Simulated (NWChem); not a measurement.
Molecule: diphosphane (P₂H₄); SMILES PP

Results from NWChem. Pople sets run with spherical d functions. All runs use the structure optimised with PBE0-D3(BJ)/def2-TZVP. Vertical excitations in the gas phase.

Question: Estimate the computed values for PBE/6-31G*, TDA. Quantities: lowest excitation, singlet (eV); oscillator strength of that lowest state; lowest triplet (eV); orbital gap (eV).

Answer: lowest excitation, singlet (eV): 5.84
oscillator strength of that lowest state: 0.300
lowest triplet (eV): 4.23
orbital gap (eV): 4.81
